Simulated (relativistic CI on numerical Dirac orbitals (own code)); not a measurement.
W3+ (5d3) in a crystal field

Calculated by Dirac-Coulomb-Breit CI, separate exchange-only KLI orbitals for each configuration, QED by a radiative potential, valence Slater integrals scaled by 0.8, one configuration in a parametric crystal field (own radial code).

Field parameters in Wybourne normalisation: Td as Oh with Dq negative (B⁴₀ = 21Dq, B⁴₄ = √(5/14) B⁴₀). The field is a parameter set, without covalency.

S is read from ⟨S²⟩ = S(S + 1).

Levels (cm⁻¹, degeneracy): 0 (4), 7703 (2), 8441 (4), 9895 (4), 11400 (2), 18342 (2), 18583 (4), 18703 (2), 20006 (4), 21974 (2), 23788 (4), 27396 (2).

Task: Which field gives this pattern?
A. Td, 10Dq = -15350 cm⁻¹
B. Td, 10Dq = -19550 cm⁻¹
C. Td, 10Dq = -11750 cm⁻¹
D. Td, 10Dq = -18250 cm⁻¹

Result: B. Td, 10Dq = -19550 cm⁻¹, ground level with S = 0.72.
